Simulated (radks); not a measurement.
Values are calculated unless marked as measured or tabulated.
Species: Tc II. Configuration: [Kr] 4d4 5s1 6s1 (not the ground configuration).

Code: a radial shooting solver on a logarithmic mesh with Libxc functionals. Model: scalar-relativistic Kohn-Sham, BP86, spin-polarised, spherical densities, point nucleus; open shells are filled with parallel spins first (spin-orbit coupling, left out, can overturn this in heavy ions).

Energy parts (Ry):
part                        energy
total                  -8571.72423
kinetic                 8851.18337
electron-nucleus      -20609.39295
Hartree                 3444.01859
exchange-correlation    -257.53324

Orbitals (lengths in bohr, moments of r in powers of bohr; r(max) is where P^2 peaks):
[
 {"orbital": "1s up", "occ.": "1", "eigenvalue (Ry)": "-1535.316", "<r^4>": "6.516e-06", "r(max)": "0.02228", "<r^2>": "0.001586"},
 {"orbital": "1s down", "occ.": "1", "eigenvalue (Ry)": "-1535.314", "<r^4>": "6.516e-06", "r(max)": "0.02228", "<r^2>": "0.001586"},
 {"orbital": "2s up", "occ.": "1", "eigenvalue (Ry)": "-220.0713", "<r^4>": "0.001197", "r(max)": "0.1262", "<r^2>": "0.02638"},
 {"orbital": "2s down", "occ.": "1", "eigenvalue (Ry)": "-220.0292", "<r^4>": "0.001197", "r(max)": "0.1262", "<r^2>": "0.02637"},
 {"orbital": "2p up", "occ.": "3", "eigenvalue (Ry)": "-197.0812", "<r^4>": "0.0008576", "r(max)": "0.1008", "<r^2>": "0.02076"},
 {"orbital": "2p down", "occ.": "3", "eigenvalue (Ry)": "-197.0490", "<r^4>": "0.0008572", "r(max)": "0.1008", "<r^2>": "0.02076"},
 {"orbital": "3s up", "occ.": "1", "eigenvalue (Ry)": "-39.30124", "<r^4>": "0.06036", "r(max)": "0.3722", "<r^2>": "0.1976"},
 {"orbital": "3s down", "occ.": "1", "eigenvalue (Ry)": "-39.27684", "<r^4>": "0.06026", "r(max)": "0.3723", "<r^2>": "0.1975"},
 {"orbital": "3p up", "occ.": "3", "eigenvalue (Ry)": "-31.75856", "<r^4>": "0.06619", "r(max)": "0.3656", "<r^2>": "0.2017"},
 {"orbital": "3p down", "occ.": "3", "eigenvalue (Ry)": "-31.73123", "<r^4>": "0.06601", "r(max)": "0.3657", "<r^2>": "0.2015"},
 {"orbital": "3d up", "occ.": "5", "eigenvalue (Ry)": "-19.55778", "<r^4>": "0.07032", "r(max)": "0.3113", "<r^2>": "0.1911"},
 {"orbital": "3d down", "occ.": "5", "eigenvalue (Ry)": "-19.51724", "<r^4>": "0.06990", "r(max)": "0.3115", "<r^2>": "0.1909"},
 {"orbital": "4s up", "occ.": "1", "eigenvalue (Ry)": "-6.62483", "<r^4>": "2.382", "r(max)": "0.9488", "<r^2>": "1.259"},
 {"orbital": "4s down", "occ.": "1", "eigenvalue (Ry)": "-6.41541", "<r^4>": "2.331", "r(max)": "0.9447", "<r^2>": "1.245"},
 {"orbital": "4p up", "occ.": "3", "eigenvalue (Ry)": "-4.55478", "<r^4>": "3.752", "r(max)": "1.021", "<r^2>": "1.548"},
 {"orbital": "4p down", "occ.": "3", "eigenvalue (Ry)": "-4.32794", "<r^4>": "3.675", "r(max)": "1.016", "<r^2>": "1.529"},
 {"orbital": "4d up", "occ.": "4", "eigenvalue (Ry)": "-1.63613", "<r^4>": "15.08", "r(max)": "1.246", "<r^2>": "2.883"},
 {"orbital": "4d down", "occ.": "0", "eigenvalue (Ry)": "-1.38796", "<r^4>": "16.47", "r(max)": "1.235", "<r^2>": "2.950"},
 {"orbital": "5s up", "occ.": "1", "eigenvalue (Ry)": "-1.20948", "<r^4>": "107.7", "r(max)": "2.440", "<r^2>": "8.467"},
 {"orbital": "5p up", "occ.": "0", "eigenvalue (Ry)": "-0.78961", "<r^4>": "255.5", "r(max)": "2.886", "<r^2>": "12.79"},
 {"orbital": "5d up", "occ.": "0", "eigenvalue (Ry)": "-0.34467", "<r^4>": "1935", "r(max)": "5.185", "<r^2>": "36.09"},
 {"orbital": "6s up", "occ.": "1", "eigenvalue (Ry)": "-0.40244", "<r^4>": "2678", "r(max)": "6.028", "<r^2>": "44.35"}
]

The highest occupied level is 6s up at -5.475 eV. The configuration is held as typed, so some empty levels lie below it. The density falls to 0.001 e/bohr^3 at r = 4.09 bohr.
